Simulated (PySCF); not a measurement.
An unknown is described by computed data only.

Formula: C9H24AlP.

| Item | Value |
| --- | --- |
| NMR, other nuclei | isotropic shieldings of nuclei other than C and H, by class: 404 (1 Al), 354 (1 P) ppm [GIAO PBE0/pcSseg-1] |
| Polarisability | 163.2 au [CAM-B3LYP/def2-SVPD] |
| Dipole | 5.39 D [CAM-B3LYP/def2-SVPD] |
| 1H NMR | chemical shifts (computed TMS as zero) by class: 1.35 (6 H), 1.18 (9 H), -0.81 (9 H) ppm [GIAO PBE0/pcSseg-1] |
| Rotational structure | rotational constants A, B, C: 0.728, 0.615, 0.615 GHz [PBE0-D3(BJ)/def2-SVP] |
| 13C NMR | chemical shifts (computed TMS as zero) by class: 19.3 (3 C), 9.9 (3 C), -10.4 (3 C) ppm [GIAO PBE0/pcSseg-1] |

Gas-phase values; electronic properties from PySCF, density fitting. Levels stand in brackets. Isolated species at its PBE0-D3(BJ)/def2-SVP geometry (one conformer only). NMR classes are plain means over equivalent atoms (diastereotopic ones count apart unless rotation or inversion swaps them), as if these changed places fast.

Q: Give a SMILES that accounts for the data.

A: Numbering: `[CH3:1][CH2:2][P+:3]([CH2:4][CH3:5])([CH2:6][CH3:7])[Al-:8]([CH3:9])([CH3:10])[CH3:11]`. 9 carbons fall into 3 classes; from least to most shielded: sp3 carbon bound to phosphorus [C2/C4/C6] (19.3 ppm, 3 C), methyl carbon [C1/C5/C7] (9.9 ppm, 3 C), methyl carbon [C9/C10/C11] (-10.4 ppm, 3 C). Hydrogen classes from least to most shielded: 6 H on 3 like atoms (sp3 carbon bound to phosphorus), C2/C4/C6 (1.35 ppm, a mean of values up to 0.8 ppm apart in this geometry), 9 H on 3 methyl carbons, C1/C5/C7 (1.18 ppm), 9 H on 3 methyl carbons, C9/C10/C11 (-0.81 ppm). The other shieldings belong to: 404 ppm, aluminium bonded to 3 C and P [Al8]; 354 ppm, phosphorus bonded to Al and 3 C [P3]. By its constants the optimised geometry is a nearly prolate symmetric top. Structure: `CC[P+](CC)(CC)[Al-]([CH3])([CH3])[CH3]`. The assignments are read from this structure; whether some other isomer fits the data as well wasn't checked.

The values belong to the conformer `[CH3:1][CH2:2][P+:3]([CH2:4][CH3:5])([CH2:6][CH3:7])[Al-:8]([CH3:9])([CH3:10])[CH3:11]`: C1–C2–P3–C4 -176°, C2–P3–C4–C5 -68°, C2–P3–C6–C7 -176°, C2–P3–Al8–C9 -85°.
